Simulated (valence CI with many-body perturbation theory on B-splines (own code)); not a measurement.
Cd43+: calculated level list

Method: configuration interaction combined with many-body perturbation theory (CI+MBPT): three valence electrons over a frozen Dirac-Fock core [He], radial functions for each j: 11 s, 11 p, 10 d, 8 f, 5 g, 2 h, with the one-electron correlation potential Σ1, the two-electron term Σ2, the three-electron term Σ3, Breit, model QED; selected CI, second order for the rest, scaled by the run's own slope (own B-spline code, finite nucleus).

No measured spectrum was set against this ion. As an estimate, large intervals hold to a few tenths of a per cent, small ones and those within an open d or f shell to about a per cent.

Levels 1 to 45 of 196, with energies above the lowest level, (2s^2 2p1/2) J=1/2. "Leading %" is the weight of the configuration and term that name the level; weights of strongly mixed levels are sums over their largest components and can fall short, so below about 35 % the name and the second component can differ from the true leading terms, or belong to a minority configuration. In the jj column 3d3/2^4 stands for four electrons in 3d with j = 3/2. Lifetimes count E1, E2, E3, M1 and M2 decay at the calculated energies, and are blank where another channel may lead or the interval is too uncertain; long ones can be off by a factor of two.

```tsv
No.	Configuration	Term	J	E (Ry)	Leading %	Lifetime	Second component	g	Leading jj
1	2s²2p	²P°	1/2	0.00	100			0.646	2s^2 2p1/2 (100 %)
2	2s2p²	⁴P	1/2	10.03	64	166 ps	25 % 2s2p² ²S	2.256	2s 2p1/2^2 (96 %)
3	2s²2p	²P°	3/2	15.72	98	11.3 ns		1.319	2s^2 2p3/2 (98 %)
4	2s2p²	⁴P	3/2	22.77	94	821 ps	4 % 2s2p² ²D	1.671	2s 2p1/2 2p3/2 (99 %)
5	2s2p²	²D	5/2	24.82	52	335 ps	48 % 2s2p² ⁴P	1.376	2s 2p1/2 2p3/2 (98 %)
6	2s2p²	²D	3/2	28.05	70	3.48 ps	29 % 2s2p² ²P	0.951	2s 2p1/2 2p3/2 (99 %)
7	2s2p²	²P	1/2	28.23	72	2.49 ps	24 % 2s2p² ⁴P	1.182	2s 2p1/2 2p3/2 (95 %)
8	2p³	²P°	3/2	39.02	44	3.73 ps	31 % 2p³ ⁴S°	1.388	2p1/2^2 2p3/2 (98 %)
9	2s2p²	⁴P	5/2	39.85	52	15.8 ps	48 % 2s2p² ²D	1.394	2s 2p3/2^2 (98 %)
10	2s2p²	²S	1/2	44.56	71	3.02 ps	16 % 2s2p² ²P	1.851	2s 2p3/2^2 (98 %)
11	2s2p²	²P	3/2	44.64	69	1.82 ps	26 % 2s2p² ²D	1.202	2s 2p3/2^2 (98 %)
12	2p³	⁴S°	3/2	52.78	53	2.10 ps	46 % 2p³ ²D°	1.427	2p1/2 2p3/2^2 (99 %)
13	2p³	²D°	5/2	54.09	100	2.52 ps		1.185	2p1/2 2p3/2^2 (100 %)
14	2p³	²P°	1/2	56.56	99	1.75 ps		0.646	2p1/2 2p3/2^2 (99 %)
15	2p³	²P°	3/2	70.68	55	1.43 ps	28 % 2p³ ²D°	1.278	2p3/2^3 (99 %)
16	2s²3s	²S	1/2	292.81	97	25.1 fs		1.995	2s^2 3s (97 %)
17	2s²3p	²P°	1/2	296.37	95	555 fs		0.670	2s^2 3p1/2 (95 %)
18	2s2p3s	⁴P°	1/2	299.75	87	27.4 fs	9 % 2s2p3s ²P°	2.413	2s 2p1/2 3s (98 %)
19	2s²3p	²P°	3/2	300.32	46	48.1 fs	32 % 2s2p3s ⁴P°	1.453	2s 2p1/2 3s (52 %)
20	2s²3p	²P°	3/2	301.68	50	42.0 fs	35 % 2s2p3s ⁴P°	1.465	2s^2 3p3/2 (50 %)
21	2s2p3s	²P°	1/2	302.17	94	36.7 fs	5 % 2s2p3s ⁴P°	0.745	2s 2p1/2 3s (97 %)
22	2s2p3p	⁴D	1/2	302.77	73	35.4 fs	20 % 2s2p3p ²P	0.255	2s 2p1/2 3p1/2 (99 %)
23	2s²3d	²D	3/2	303.58	59	3.35 fs	17 % 2s2p3p ⁴D	0.922	2s^2 3d3/2 (59 %)
24	2s²3d	²D	3/2	304.26	38	24.4 fs	30 % 2s2p3p ⁴D	1.021	2s 2p1/2 3p1/2 (58 %)
25	2s²3d	²D	5/2	305.17	97	3.77 fs		1.195	2s^2 3d5/2 (97 %)
26	2s2p3p	⁴P	1/2	305.69	53	28.0 fs	27 % 2s2p3p ²S	2.044	2s 2p1/2 3p1/2 (97 %)
27	2s2p3p	⁴P	3/2	307.96	30	29.5 fs	26 % 2s2p3p ⁴D	1.412	2s 2p1/2 3p3/2 (99 %)
28	2s2p3p	²P	1/2	308.97	41	9.70 fs	16 % 2s2p3p ⁴P	1.293	2s 2p1/2 3p3/2 (87 %)
29	2s2p3p	⁴D	5/2	309.27	53	229 fs	29 % 2s2p3p ²D	1.350	2s 2p1/2 3p3/2 (96 %)
30	2s2p3p	²D	3/2	309.51	48	12.8 fs	19 % 2s2p3p ⁴S	1.243	2s 2p1/2 3p3/2 (98 %)
31	2s2p3d	⁴F°	3/2	310.06	74	16.3 fs	14 % 2s2p3d ²D°	0.546	2s 2p1/2 3d3/2 (99 %)
32	2s2p3d	⁴F°	5/2	311.24	63	13.7 fs	14 % 2s2p3d ²F°	1.051	2s 2p1/2 3d3/2 (79 %)
33	2s2p3d	⁴P°	5/2	312.07	41	3.99 fs	22 % 2s2p3d ⁴D°	1.349	2s 2p1/2 3d5/2 (86 %)
34	2s2p3d	⁴D°	1/2	312.14	59	2.32 fs	29 % 2s2p3d ²P°	0.395	2s 2p1/2 3d3/2 (92 %)
35	2s2p3d	⁴D°	3/2	312.24	37	3.02 fs	23 % 2s2p3d ⁴P°	1.258	2s 2p1/2 3d3/2 (87 %)
36	2s2p3d	⁴F°	7/2	313.15	45	4.33 fs	29 % 2s2p3d ²F°	1.251	2s 2p1/2 3d5/2 (97 %)
37	2p²3s	⁴P	1/2	313.26	48	28.3 fs	22 % 2p²3s ²S	1.991	2p1/2^2 3s (87 %)
38	2s2p3d	²D°	3/2	313.90	47	4.21 fs	39 % 2s2p3d ²P°	1.037	2s 2p1/2 3d5/2 (85 %)
39	2s2p3d	²F°	5/2	313.91	60	4.21 fs	14 % 2s2p3d ²D°	1.040	2s 2p1/2 3d5/2 (91 %)
40	2s2p3s	⁴P°	5/2	315.49	97	47.3 fs		1.580	2s 2p3/2 3s (97 %)
41	2p²3p	⁴D°	1/2	315.77	39	31.0 fs	37 % 2p²3p ²P°	0.648	2p1/2^2 3p1/2 (91 %)
42	2s2p3s	²P°	3/2	316.63	80	22.1 fs	19 % 2s2p3s ⁴P°	1.394	2s 2p3/2 3s (99 %)
43	2s2p3p	⁴P	3/2	319.35	48	38.1 fs	23 % 2s2p3p ⁴S	1.631	2s 2p3/2 3p1/2 (99 %)
44	2s2p3p	²D	5/2	319.55	42	16.6 fs	33 % 2s2p3p ⁴D	1.342	2s 2p3/2 3p1/2 (98 %)
45	2s2p3s	²P°	1/2	319.96	92	18.0 fs	7 % 2s2p3s ⁴P°	0.786	2s 2p3/2 3s (97 %)
```

The ionisation energy to 2s² ¹S0 of the next ion comes out as 7111.5 eV (NIST: 7109 ± 5 eV (semi-empirical)). All 196 levels together are meant to be complete up to 425.04 Ry.
